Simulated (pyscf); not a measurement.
Single points on ωB97X-D3(BJ)/def2-SVP structures (PySCF, gas phase).

SMILES: [SiH3][Te][Al]([Cl])[Cl]
```xyz
8

Si    -0.8166     0.4789    -2.5652
Te     0.2829     0.4760    -0.3275
Al    -0.6174    -1.7634     0.1478
Cl    -0.2243    -2.7558     1.9394
Cl    -1.8160    -2.7186    -1.2774
H     -2.2917     0.3844    -2.4196
H     -0.3001    -0.6365    -3.3991
H     -0.4461     1.7854    -3.1741
```

Question: What is the homolytic dissociation enthalpy (298 K, ωB97M-D3(BJ)/def2-TZVP) of the Al–Te bond of H₃Si–Te–Al(Cl)–Cl, to H₃Si–Te• + [Cl–Al–Cl]•?

Answer: Al–Te to H₃Si–Te• + [Cl–Al–Cl]•: 72.5 kcal/mol. The 7 functionals that were run give +64.8 (M06-2X) to +81.3 kcal/mol (ωB97X-D3(BJ)). The radicals are drawn with the spin at the cut bond; how far it spreads was not checked. Other isomers of H₃Si–Te• were not searched in full and may lie lower. Elements past Kr carry the def2 core potentials, without spin-orbit coupling.
